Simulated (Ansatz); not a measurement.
Consider the formal exchange of groups at a C–Sn bond: `N#[C][SnH2][C]#N` + `CC(C)C` → `CC(C)(C)C#N` + `N#[C][SnH3]`.

Calculated with Ansatz (gas phase, PBE0-D4/def2-TZVP geometries, no zero-point term in ΔE). CBS: MP2 limit from def2 TZ/QZ plus the TZ coupled-cluster correction, frozen cores. Functionals use def2-TZVPP. B3LYP here is the variant with VWN-RPA as its local correlation; programs differ in this. def2 core potentials past Kr. For Sn outer-core shells are correlated without core-valence functions, which leaves a few kJ/mol of doubt a bond.

| level | ΔE (kcal/mol) | difference from CCSD(T)/CBS |
| --- | --- | --- |
| LDA (SPW92) | -2.6 | -6.5 |
| PBE-D4 | 1.3 | -2.6 |
| revPBE-D4 | 1.4 | -2.5 |
| BLYP-D4 | 2.5 | -1.4 |
| r2SCAN-D4 | 1.4 | -2.5 |
| B97M-V | 1.1 | -2.8 |
| PBE0-D4 | 1.1 | -2.8 |
| B3LYP-D4 | 2.2 | -1.7 |
| r2SCANh-D4 | 1.3 | -2.6 |
| r2SCAN0-D4 | 1.1 | -2.8 |
| BHLYP-D4 | 2.3 | -1.6 |
| CAM-B3LYP-D4 | 1.8 | -2.1 |
| ωB97X-V | 2.0 | -1.9 |
| ωB97M-V | 2.2 | -1.7 |
| B2PLYP | 3.4 | -0.5 |
| PBE | 2.0 | -1.9 |
| revPBE | 3.5 | -0.4 |
| BLYP | 4.0 | 0.1 |
| PBE0 | 1.7 | -2.2 |
| B3LYP | 3.2 | -0.7 |
| r2SCANh | 1.5 | -2.4 |
| r2SCAN0 | 1.4 | -2.5 |
| BHLYP | 2.8 | -1.1 |
| CAM-B3LYP | 2.4 | -1.5 |
| LC-ωPBE | 1.9 | -2.0 |
| RPA@PBE/def2-TZVPP | 4.0 | 0.1 |
| HF/def2-SVP | 1.7 | -2.2 |
| CCSD/def2-SVP | 1.5 | -2.4 |
| CCSD(T)/def2-SVP | 1.2 | -2.7 |
| HF/def2-TZVPP | 3.6 | -0.3 |
| MP2/def2-TZVPP | 3.1 | -0.8 |
| SCS-MP2/def2-TZVPP | 3.8 | -0.1 |
| CCSD/def2-TZVPP | 3.5 | -0.4 |
| CCSD(T)/def2-TZVPP | 3.4 | -0.5 |
| HF/def2-QZVPP | 3.6 | -0.3 |
| MP2/def2-QZVPP | 3.4 | -0.5 |
| SCS-MP2/def2-QZVPP | 4.1 | 0.2 |
| HF/CBS(def2) | 3.6 | -0.3 |
| MP2/CBS(def2) | 3.6 | -0.3 |
| CCSD/CBS(def2) | 4.0 | 0.1 |
| CCSD(T)/CBS | 3.9 | 0 |

Largest T1 diagnostic among the species: 0.015.

Leaving LDA and LC-ωPBE aside and taking each functional with its dispersion term where it has one, the values spread over 2.3 kcal/mol, from B97M-V to B2PLYP. LDA lies −4.6 kcal/mol from PBE without D4. At CCSD(T), def2-SVP lies −2.7 kcal/mol from the extrapolated value and def2-TZVPP −0.5 kcal/mol. From BLYP to BHLYP (50 % exact exchange), in def2-TZVPP and without D4, ΔE moves by −1.2 kcal/mol.
